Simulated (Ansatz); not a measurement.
Species: sum formula BNH₂F (charge 0, doublet). It need not be the lowest isomer of its formula. 
Structure (B3LYP-D3(BJ)/def2-TZVP (Ansatz, a quantum-chemistry and plane-wave program) minimum search):
```
B
F 1 1.3326
N 1 1.3995 2 122.39
H 3 1.0123 1 128.61 2 -113.05
H 1 1.1998 2 119.18 3 173.49
```
Charge 0, spin multiplicity 2.

Parts of the frozen-core correlation energy in STO-3G (Ansatz, hartree). Frozen orbitals: 3; correlated occupied orbitals by spin: 9 and 8; virtual: 5 and 6. Open shells are spin-unrestricted. No spin-orbit coupling. Non-relativistic.

| term | value |
|---|---|
| reference (HF) | -177.33703 |
| MP2 opposite-spin | (withheld) |
| MP2 same-spin | (withheld) |
| CCSD correlation | -0.11255 |
| (T) | (withheld) |
| T1 diagnostic | 0.019 |
| largest doubles amplitude | 0.045 |
| <S^2> of the reference | 0.761 |

What belongs in the gaps?


- MP2 opposite-spin, value: -0.07248
- MP2 same-spin, value: -0.01575
- (T), value: -0.00514
